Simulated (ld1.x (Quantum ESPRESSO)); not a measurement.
# In (Z = 49) TM: all-electron and pseudo phase curves

indium, norm-conserving Troullier–Martins (Kleinman–Bylander form), made with ld1.x (Quantum ESPRESSO) 7.5 (revPBE, fully relativistic). Core [Kr], reference 4d10 5s2 5p1. Waves: 5s (bound): rc 2.10 bohr; 5p (bound): rc 3.10 bohr; 4d (bound): rc 1.65 bohr; 4f channel at 0.3 Ry: rc 3.25 bohr. Local part: all-electron potential smoothed inside 2.65 bohr (lloc = -1). Core correction: a·sin(br)/r model core, default radius (core density twice the valence density).

Open shells are filled in proportion to 2j + 1 (rel_dist='average').

The phase is arctan(r·u′/u) with u = r·R(r), unwrapped; energies in Ry, scanned from -3 to 5 Ry. A pole is an energy at which the radial function vanishes at the test radius. The pseudo phase is shifted by a multiple of π to meet the all-electron one at the reference energy, and phase errors are pseudo minus all-electron; the curves can meet again beyond the range given. Levels narrower than the energy grid can be missing from the lists of poles.

Problem. For each channel, where are the poles, and over which energies does the pseudopotential scatter like the atom?

Solution.

| channel | radius (bohr) | reference energy (Ry) | poles, all-electron | poles, pseudo | unbroken range about the reference energy with phases within 0.05 rad | phase error 1 Ry above the reference energy (rad) |
| --- | --- | --- | --- | --- | --- | --- |
| s | 3.54 | -0.60 | -0.22, 3.79 | -0.22, 3.12 | below 1.1 | -0.004 |
| p1/2 | 3.54 | -0.20 | 0.51, 4.63 | 0.50, 3.56 | below 1.5 | -0.008 |
| p3/2 | 3.54 | -0.17 | 0.60, 4.80 | 0.58, 3.54 | below 1.5 | -0.009 |
| d3/2 | 3.54 | -1.40 | -1.39, 1.96 | -1.39, 2.17 | below 0.3 | +0.004 |
| d5/2 | 3.54 | -1.34 | -1.32, 1.99 | -1.32, 2.20 | below 0.3 | +0.005 |
| f5/2 | 3.54 | 0.30 | 2.10, 4.57 | 2.23 | below 2.3 | +0.030 |
| f7/2 | 3.54 | 0.30 | 2.10, 4.58 | 2.23 | below 2.3 | +0.030 |

Phases in the p1/2 channel:

```
E (Ry)  all-electron  pseudo
 -3.00         1.397   1.397
 -2.52         1.378   1.378
 -2.04         1.351   1.351
 -1.56         1.307   1.307
 -1.08         1.222   1.221
 -0.60         0.941   0.940
 -0.12        -0.905  -0.906
  0.36        -1.512  -1.515
  0.84        -1.664  -1.673
  1.32        -1.788  -1.820
  1.80        -2.025  -2.235
  2.28        -3.140  -4.078
  2.76        -4.303  -4.532
  3.24        -4.533  -4.659
  3.72        -4.624  -4.737
  4.20        -4.677  -4.817
  4.68        -4.716  -4.980
```
